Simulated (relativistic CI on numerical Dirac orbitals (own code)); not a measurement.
## Ligand-field terms of d7

Computed with a parametric ligand-field model of a d^n configuration (Racah B and C, spin-orbit zeta, crystal field), exact diagonalisation.

Field parameters in Wybourne normalisation: Oh B⁴₀ = 21Dq, B⁴₄ = √(5/14) B⁴₀. The field is a parameter set, without covalency.

(1) A d7 ion in Oh symmetry has the ground term 2E and bands at 4T1 31792 cm⁻¹ (315 nm), 2T1 37618 cm⁻¹ (266 nm), 2T2 38040 cm⁻¹ (263 nm), 2T1 40063 cm⁻¹ (250 nm), 2T2 46180 cm⁻¹ (217 nm), 4T2 69870 cm⁻¹ (143 nm), 4T1 73798 cm⁻¹ (136 nm). Which parameters reproduce them?

(2) Ground term and bands for B = 810, C = 4180, ζ = 0 cm⁻¹, Oh, 10Dq = 15000 cm⁻¹?

(3) Ground term and bands for B = 550, C = 2330, ζ = 0 cm⁻¹, Oh, 10Dq = 12950 cm⁻¹?

(4) Ground term and bands for B = 510, C = 2100, ζ = 0 cm⁻¹, Oh, 10Dq = 18750 cm⁻¹?

(5) Ground term and bands for B = 890, C = 3650, ζ = 0 cm⁻¹, Oh, 10Dq = 22700 cm⁻¹?

Results:

(1) B = 320, C = 1490, ζ = 0 cm⁻¹, Oh, 10Dq = 38950 cm⁻¹.

(2) Ground term 4T1 with 2.04 electrons in the two orbitals of the cubic e set. Spin-allowed: 4T2 13584 cm⁻¹ (736 nm), 4T1 24317 cm⁻¹ (411 nm), 4A2 28584 cm⁻¹ (350 nm). Lowest spin-forbidden: 2E 3985 cm⁻¹ (2509 nm), 2T1 16593 cm⁻¹ (603 nm), 2T2 17357 cm⁻¹ (576 nm).

(3) Ground term 2E with 1.05 electrons in the two orbitals of the cubic e set. Spin-allowed: 2T1 11448 cm⁻¹ (874 nm), 2T2 11907 cm⁻¹ (840 nm), 2T1 14971 cm⁻¹ (668 nm), 2T2 21795 cm⁻¹ (459 nm). Lowest spin-forbidden: 4T1 1775 cm⁻¹, 4T2 13664 cm⁻¹ (732 nm), 4T1 20853 cm⁻¹ (480 nm).

(4) Ground term 2E with 1.02 electrons in the two orbitals of the cubic e set. Spin-allowed: 2T1 17208 cm⁻¹ (581 nm), 2T2 17688 cm⁻¹ (565 nm), 2T1 20726 cm⁻¹ (482 nm), 2T2 28759 cm⁻¹ (348 nm). Lowest spin-forbidden: 4T1 8537 cm⁻¹ (1171 nm), 4T2 26151 cm⁻¹ (382 nm), 4T1 32666 cm⁻¹ (306 nm).

(5) Ground term 2E with 1.04 electrons in the two orbitals of the cubic e set. Spin-allowed: 2T1 20277 cm⁻¹ (493 nm), 2T2 21013 cm⁻¹ (476 nm), 2T1 26065 cm⁻¹ (384 nm), 2T2 37722 cm⁻¹ (265 nm). Lowest spin-forbidden: 4T1 5024 cm⁻¹ (1990 nm), 4T2 25956 cm⁻¹ (385 nm), 4T1 37538 cm⁻¹ (266 nm).
